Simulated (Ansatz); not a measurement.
Process, species as SMILES: [GeH] (GeH) → Ge atom + H atom
B3LYP-D3(BJ)/def2-TZVP geometries, fixed; electronic energies without zero-point terms.

Basis-set convergence of the atomisation energy at MP2 with Ansatz (a quantum-chemistry and plane-wave program). Cartesian d functions, on some or all atoms, in 3-21G, 6-31G, 6-31G*, 6-31G**; all else is spherical. Cores are frozen (with 3d on Ga to Br). Open shells are unrestricted. No added dispersion term, no relativity. Functions are those of the species that has most. Reference: Hartree-Fock in aug-cc-pV5Z plus the correlation part extrapolated as X^-3 from aug-cc-pVQZ and aug-cc-pV5Z, 64.03 kcal/mol, itself unsure by roughly 0.12 kcal/mol (a third of the extrapolation step and of the last Hartree-Fock step). Deviations are taken from unrounded values.

| basis | functions |
|---|---|
| STO-3G | 19 |
| 3-21G | 25 |
| 6-31G | 31 |
| 6-31G* | 37 |
| 6-31G** | 40 |
| 6-311G** | 50 |

**Question.** Which is the smallest Pople set listed that can be trusted to 4 kcal/mol here, that is, within that of the reference together with its larger relatives (same family, alike in diffuse functions; a set with none to test it counts only in the reference's own line)?

**Answer.** Of the sets listed that have larger relatives (same family, alike in diffuse functions), none stays within 4 kcal/mol of the reference together with them. Value minus reference: STO-3G 17.60, 3-21G -12.88, 6-31G -14.67, 6-31G* -11.80, 6-31G** -7.05, 6-311G** -5.48 kcal/mol.
